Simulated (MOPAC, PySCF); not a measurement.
System: H3P (cation, charge +1), doublet: umbrella (inversion) coordinate, bond length relaxed. Scanned: angle between the P-H bonds and the threefold axis (90 = planar). Other coordinates (P-H bond length) were minimised at PBE0/def2-TZVP.

Levels of theory: PM7, unrestricted, heats of formation (MOPAC); UKS-B3LYP/6-31G* = unrestricted B3LYP/6-31G*, spherical d (PySCF); UHF/STO-3G = unrestricted Hartree-Fock/STO-3G (PySCF); CCSD(T) on UHF/cc-pVTZ, 5 core orbitals frozen (PySCF).

Energies relative to the lowest point of each profile, in eV; the last columns give the difference from CCSD(T):

```json
[
 {"a / °": "90", "PM7": "0.000", "UKS-B3LYP/6-31G*": "0.134", "UHF/STO-3G": "0.226", "CCSD(T)": "0.127", "PM7 − CCSD(T)": "-0.127", "UKS-B3LYP/6-31G* − CCSD(T)": "0.007", "UHF/STO-3G − CCSD(T)": "0.099"},
 {"a / °": "93", "PM7": "0.003", "UKS-B3LYP/6-31G*": "0.123", "UHF/STO-3G": "0.209", "CCSD(T)": "0.116", "PM7 − CCSD(T)": "-0.112", "UKS-B3LYP/6-31G* − CCSD(T)": "0.007", "UHF/STO-3G − CCSD(T)": "0.093"},
 {"a / °": "96", "PM7": "0.013", "UKS-B3LYP/6-31G*": "0.094", "UHF/STO-3G": "0.163", "CCSD(T)": "0.086", "PM7 − CCSD(T)": "-0.073", "UKS-B3LYP/6-31G* − CCSD(T)": "0.008", "UHF/STO-3G − CCSD(T)": "0.077"},
 {"a / °": "99", "PM7": "0.037", "UKS-B3LYP/6-31G*": "0.055", "UHF/STO-3G": "0.103", "CCSD(T)": "0.048", "PM7 − CCSD(T)": "-0.011", "UKS-B3LYP/6-31G* − CCSD(T)": "0.007", "UHF/STO-3G − CCSD(T)": "0.055"},
 {"a / °": "102", "PM7": "0.087", "UKS-B3LYP/6-31G*": "0.020", "UHF/STO-3G": "0.045", "CCSD(T)": "0.015", "PM7 − CCSD(T)": "0.072", "UKS-B3LYP/6-31G* − CCSD(T)": "0.004", "UHF/STO-3G − CCSD(T)": "0.029"},
 {"a / °": "105", "PM7": "0.175", "UKS-B3LYP/6-31G*": "0.000", "UHF/STO-3G": "0.005", "CCSD(T)": "0.000", "PM7 − CCSD(T)": "0.175", "UKS-B3LYP/6-31G* − CCSD(T)": "0.000", "UHF/STO-3G − CCSD(T)": "0.005"},
 {"a / °": "108", "PM7": "0.313", "UKS-B3LYP/6-31G*": "0.008", "UHF/STO-3G": "0.000", "CCSD(T)": "0.014", "PM7 − CCSD(T)": "0.299", "UKS-B3LYP/6-31G* − CCSD(T)": "-0.006", "UHF/STO-3G − CCSD(T)": "-0.014"},
 {"a / °": "111", "PM7": "0.513", "UKS-B3LYP/6-31G*": "0.055", "UHF/STO-3G": "0.043", "CCSD(T)": "0.067", "PM7 − CCSD(T)": "0.447", "UKS-B3LYP/6-31G* − CCSD(T)": "-0.012", "UHF/STO-3G − CCSD(T)": "-0.024"},
 {"a / °": "114", "PM7": "0.784", "UKS-B3LYP/6-31G*": "0.148", "UHF/STO-3G": "0.145", "CCSD(T)": "0.165", "PM7 − CCSD(T)": "0.619", "UKS-B3LYP/6-31G* − CCSD(T)": "-0.017", "UHF/STO-3G − CCSD(T)": "-0.020"},
 {"a / °": "117", "PM7": "1.137", "UKS-B3LYP/6-31G*": "0.294", "UHF/STO-3G": "0.314", "CCSD(T)": "0.315", "PM7 − CCSD(T)": "0.821", "UKS-B3LYP/6-31G* − CCSD(T)": "-0.022", "UHF/STO-3G − CCSD(T)": "-0.001"},
 {"a / °": "120", "PM7": "1.578", "UKS-B3LYP/6-31G*": "0.498", "UHF/STO-3G": "0.561", "CCSD(T)": "0.522", "PM7 − CCSD(T)": "1.056", "UKS-B3LYP/6-31G* − CCSD(T)": "-0.024", "UHF/STO-3G − CCSD(T)": "0.039"},
 {"a / °": "123", "PM7": "2.115", "UKS-B3LYP/6-31G*": "0.767", "UHF/STO-3G": "0.892", "CCSD(T)": "0.788", "PM7 − CCSD(T)": "1.327", "UKS-B3LYP/6-31G* − CCSD(T)": "-0.021", "UHF/STO-3G − CCSD(T)": "0.104"},
 {"a / °": "126", "PM7": "—", "UKS-B3LYP/6-31G*": "1.105", "UHF/STO-3G": "1.318", "CCSD(T)": "1.117", "PM7 − CCSD(T)": "—", "UKS-B3LYP/6-31G* − CCSD(T)": "-0.012", "UHF/STO-3G − CCSD(T)": "0.200"},
 {"a / °": "129", "PM7": "—", "UKS-B3LYP/6-31G*": "1.519", "UHF/STO-3G": "1.846", "CCSD(T)": "1.512", "PM7 − CCSD(T)": "—", "UKS-B3LYP/6-31G* − CCSD(T)": "0.007", "UHF/STO-3G − CCSD(T)": "0.335"},
 {"a / °": "132", "PM7": "—", "UKS-B3LYP/6-31G*": "2.015", "UHF/STO-3G": "2.490", "CCSD(T)": "1.974", "PM7 − CCSD(T)": "—", "UKS-B3LYP/6-31G* − CCSD(T)": "0.041", "UHF/STO-3G − CCSD(T)": "0.516"}
]
```

PM7 is furthest from CCSD(T) at 123 (1.327 eV, above); its mean absolute difference over the points is 0.428 eV.

UKS-B3LYP/6-31G* is furthest from CCSD(T) at 132 (0.041 eV, above); its mean absolute difference over the points is 0.013 eV.

UHF/STO-3G is furthest from CCSD(T) at 132 (0.516 eV, above); its mean absolute difference over the points is 0.107 eV.

Dashes: no converged value, or the column stops at the first point that the program doubted or that broke a chosen test of continuity, which isn't proof of a fault.
